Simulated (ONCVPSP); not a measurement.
# What one change does to a pseudopotential (Cd, ONCV)

```
Element                 : cadmium (Cd)
Generator               : ONCVPSP 4.0.1
Type                    : optimised norm-conserving Vanderbilt (ONCV)
Functional              : LDA (Perdew-Zunger)
Relativity              : scalar-relativistic
Frozen core             : [Ar] 3d10
Valence charge          : 20
Reference configuration : 4s2 4p6 4d10 5s2
Partial waves           : 4s+5s: rc 1.30 bohr, ncon 4, nbas 9, qcut 9.7 1/bohr, 2 projectors; 4p: rc 1.50 bohr, ncon 4, nbas 7, qcut 9.1 1/bohr, 2 projectors, debl 1.9 Ha; 4d: rc 1.10 bohr, ncon 4, nbas 8, qcut 9.5 1/bohr, 2 projectors, debl 3.9 Ha
Local potential         : polynomial inside 1.00 bohr (lpopt 4, dvloc0 0 Ha)
Core correction         : none
```

In the p channel the program set the typed energies aside and used -2.462, 0.250 Ha.

All-electron outer shells of the reference configuration (LDA (Perdew-Zunger), scalar-relativistic, ld1.x):

| shell | level (eV) | outermost node (bohr) | outermost maximum (bohr) |
| --- | --- | --- | --- |
| 3d | -394.01 | – | 0.27 |
| 4s | -105.84 | 0.43 | 0.79 |
| 4p | -66.99 | 0.43 | 0.84 |
| 4d | -11.90 | 0.42 | 0.98 |
| 5s | -5.96 | 1.07 | 2.32 |

Change: s: rc 1.5.

Cutoffs: the cutoffs (Ha) at which the residual kinetic energy of the hardest occupied pseudo-wave falls to 1 and 0.1 mHa per electron; they do not see the model core or the augmentation charge, which bear on the density cutoff. Errors are all-electron minus pseudo energies relative to the spin-unpolarised reference configuration.

Q: Predict the effect on cutoff, ghosts and configuration errors.

A: The potential gets neither clearly harder nor softer (38 Ha and 46 Ha → 38 Ha and 46 Ha); the d channel sets the loose cutoff, while the largest relative change is in s, which becomes softer; of the 4 tests that both files solve, the error grows in 3 and shrinks in 0 by more than 15 % and 0.3 meV (median size 2.7 → 3.4 meV); neither file shows a bound ghost. More of the atom is replaced by a form fitted at one configuration, so other configurations suffer.

| quantity | base | changed |
| --- | --- | --- |
| cutoff, loose | 38 Ha | 38 Ha |
| cutoff, tight | 46 Ha | 46 Ha |
| loose cutoff by channel | s 35 Ha, p 20 Ha, d 38 Ha | s 30 Ha, p 20 Ha, d 38 Ha |
| bound ghosts | none | none |
| GHOST(+) flags under 300 eV | none | none |
| error for 4s2 4p6 4d10 5s1, meV [ΔE 9.63 eV] | -1.4 | -1.6 |
| error for 4s2 4p6 4d10 5s0, meV [ΔE 27.15 eV] | -4.1 | -5.1 |
| error for 4s2 4p6 4d9 5s0, meV [ΔE 65.40 eV] | -8.1 | -9.4 |
| error for 4s2 4p6 4d10 5s0 5p2, meV [ΔE 9.91 eV] | -0.9 | -1.5 |
| p: phases at 1.52 bohr within 0.05 rad from the reference energy up to (Ha; the scan ends near 5) | to the end of the scan | to the end of the scan |
| d: phases at 1.12 bohr within 0.05 rad from the reference energy up to (Ha; the scan ends near 5) | to the end of the scan | to the end of the scan |
